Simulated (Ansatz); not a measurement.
`[SiH3][Si]1(Cl)C=C1`, relaxed with RKS PBE-D4/def2-SVP in Ansatz from a rough embedded geometry. The force threshold is 0.03 eV/Å; the program also tests the step.

The species carries charge 0 and has multiplicity 1.

Start:

```xyz
10

Si    1.477    0.399   -0.904
Si    0.103   -0.077    0.747
Cl    0.098    1.074    2.378
C    -1.316   -1.137    0.784
C    -1.603    0.004    0.238
H     1.464   -0.753   -1.964
H     1.085    1.614   -1.663
H     2.840    0.531   -0.487
H    -1.707   -2.155    1.001
H    -2.441    0.500   -0.131
```

Question: How much energy does the relaxation release, and in how many steps? (An estimate is asked.)

Answer: The calculation gave: 0.97 eV, in 11 steps.

Question: Which bonds change most? (An estimate is asked.)

Answer: Computed: Si1–Si2 from 2.200 to 2.333 Å; Si2–Cl3 from 1.996 to 2.097 Å; Si1–H8 from 1.432 to 1.504 Å; Si1–H6 from 1.565 to 1.505 Å.

Question: Give the relaxed structure. (Estimate.)

Answer: The calculation gave: 
```xyz
10

Si    1.570    0.426   -0.971
Si   -0.141    0.236    0.603
Cl    0.351    1.424    2.260
C    -1.257   -1.199    0.797
C    -1.891   -0.146    0.235
H     1.245   -0.445   -2.155
H     1.696    1.857   -1.417
H     2.874   -0.014   -0.363
H    -1.534   -2.216    1.117
H    -2.914    0.078   -0.106
```
